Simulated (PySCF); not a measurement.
BrGaH3NO, SMILES [Br][Ga]([OH])[NH2]. Geometry: PBE-D3(BJ)/def2-SVP. The structure was generated by enumeration; whether it is a known compound was not checked. Other conformers were not sampled.

Computed equilibrium geometry at PBE-D3(BJ)/def2-SVP (PySCF confirms it by a frequency run) as Cartesian coordinates in Å (one conformer of several):
```xyz
7

Ga    -0.7266     0.1344     0.2050
Br     1.4514    -0.2962    -0.4228
O     -1.3804    -0.5714     1.7214
H     -0.7141    -1.1225     2.1718
N     -1.7507     1.2993    -0.7404
H     -2.7648     1.2856    -0.6092
H     -1.5004     1.5136    -1.7077
```
Charge 0, spin multiplicity 1.
